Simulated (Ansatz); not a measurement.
A structure relaxed at PBE0-D4/def2-TZVP, charge 0, multiplicity 1:

| atom | x (Å) | y (Å) | z (Å) |
| --- | --- | --- | --- |
| C1 | 0.211 | -0.059 | -0.905 |
| Ga2 | -0.271 | -0.080 | 0.984 |
| F3 | 0.136 | 1.406 | 1.848 |
| H4 | -0.628 | 0.328 | -1.490 |
| H5 | 1.066 | 0.599 | -1.066 |
| H6 | 0.445 | -1.059 | -1.274 |
| H7 | -0.959 | -1.135 | 1.904 |

Give its formula and SMILES.

CH4FGa, `[CH3][GaH][F]`.

Summarise the bond lengths by kind.

1 × C–Ga 1.950 Å; 3 × C–H 1.091 to 1.094 Å; 1 × F–Ga 1.767 Å; 1 × Ga–H 1.559 Å.

Results of the Gaussian-basis code of Ansatz.
